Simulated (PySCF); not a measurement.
Runs that did not reach their result, on `C=CBOC` (driver script around PySCF, density fitting, GFN2-xTB geometry as the base; each input is a line of settings and coordinates in Å).

Command:
```bash
OMP_NUM_THREADS=1 python probes_run.py task.json out
```
Input:
```
{"job": {"kind": "uv", "xc": "PBE0", "basis": "def2-SVPD", "nstates": 1, "ntriplets": 5, "tda": false, "scf": {"diis": false, "max_cycle": 64}}, "charge": 0, "multiplicity": 1}
C      2.593094    -0.028098     0.126024
C      1.383887    -0.577282     0.159312
B      0.046607     0.227855     0.102910
O     -1.081820    -0.478466     0.146316
C     -2.371050     0.069553     0.107775
H      2.720694     1.040681     0.056382
H      3.502955    -0.608295     0.166469
H      1.321262    -1.657595     0.228699
H      0.038674     1.409902     0.025265
H     -2.901416    -0.338729    -0.756684
H     -2.903959    -0.221339     1.017030
H     -2.347729     1.161129     0.035773
```

Output:
```
final grid: 93648 points
cycle   1  E = -218.1372797163  dE =  4.273e-01  |g| = 5.467e-01  |ddm| = 4.864e+00
cycle   2  E = -218.0491639553  dE =  8.812e-02  |g| = 8.673e-01  |ddm| = 1.369e+00
cycle   3  E = -217.8587437900  dE =  1.904e-01  |g| = 1.335e+00  |ddm| = 1.849e+00
cycle   4  E = -216.5312732663  dE =  1.327e+00  |g| = 2.647e+00  |ddm| = 4.954e+00
cycle   5  E = -210.9827602666  dE =  5.549e+00  |g| = 4.646e+00  |ddm| = 8.080e+00
cycle   6  E = -147.2844841745  dE =  6.370e+01  |g| = 9.475e+00  |ddm| = 1.285e+02
cycle   7  E = -135.7910024653  dE =  1.149e+01  |g| = 1.216e+01  |ddm| = 1.323e+02
cycle   8  E = -58.1814197957  dE =  7.761e+01  |g| = 1.467e+01  |ddm| = 1.566e+02
cycle   9  E = -18.5984350528  dE =  3.958e+01  |g| = 1.477e+01  |ddm| = 2.026e+02
cycle  10  E = -38.8418847850  dE = -2.024e+01  |g| = 1.414e+01  |ddm| = 2.411e+02
... (44 lines left out)
cycle  55  E = -18.3926768686  dE =  2.053e+01  |g| = 1.480e+01  |ddm| = 2.414e+02
cycle  56  E = -38.9236319107  dE = -2.053e+01  |g| = 1.414e+01  |ddm| = 2.414e+02
cycle  57  E = -18.3926768686  dE =  2.053e+01  |g| = 1.480e+01  |ddm| = 2.414e+02
cycle  58  E = -38.9236319107  dE = -2.053e+01  |g| = 1.414e+01  |ddm| = 2.414e+02
cycle  59  E = -18.3926768686  dE =  2.053e+01  |g| = 1.480e+01  |ddm| = 2.414e+02
cycle  60  E = -38.9236319107  dE = -2.053e+01  |g| = 1.414e+01  |ddm| = 2.414e+02
cycle  61  E = -18.3926768686  dE =  2.053e+01  |g| = 1.480e+01  |ddm| = 2.414e+02
cycle  62  E = -38.9236319107  dE = -2.053e+01  |g| = 1.414e+01  |ddm| = 2.414e+02
cycle  63  E = -18.3926768686  dE =  2.053e+01  |g| = 1.480e+01  |ddm| = 2.414e+02
cycle  64  E = -38.9236319107  dE = -2.053e+01  |g| = 1.414e+01  |ddm| = 2.414e+02
SCF not converged, last energy = -38.9236319107
```

On one thread, Arm Neoverse N1 (aarch64), on a shared host, this took 55 s wall and 0.56 GiB of memory at its peak.

Q: What went wrong, and what mends it?

A: The energy swings between two values 21 Eh apart, cycle after cycle, with a gradient of 1.4e+01 at cycle 64; DIIS was off. Go back to DIIS. Its energy and orbitals aren't self-consistent and shouldn't be used.

Input:
```
{"job": {"kind": "nmr", "xc": "PBE0", "basis": "pcSseg-1", "pop": false, "grid": 0, "scf": {"max_cycle": 66}}, "charge": 0, "multiplicity": 5}
(coordinates as above)
```

Output:
```
NotImplementedError: this response code serves closed shells only; the SCF ended at -217.87811037 Eh with <S^2> = 6.0094
```

The run took 4.3 s on one thread, Arm Neoverse N1 (aarch64), no GPU, shared host with 64 logical CPUs at a one-minute load of 56, and the process peaked at 0.41 GiB of memory.

Q: Diagnose the run.

A: Multiplicity 5 makes an open shell, and the driver's response routines handle closed shells alone; the run stopped after the SCF. Use an unrestricted response code, or restore the closed-shell charge and spin. The SCF energy in the message belongs to the altered spin state, and the message doesn't say whether it converged.

Shape of the structure used: `[CH2:1]=[CH:2][BH:3][O:4][CH3:5]`: C1–C2–B3–O4 180°, C2–B3–O4–C5 180°.
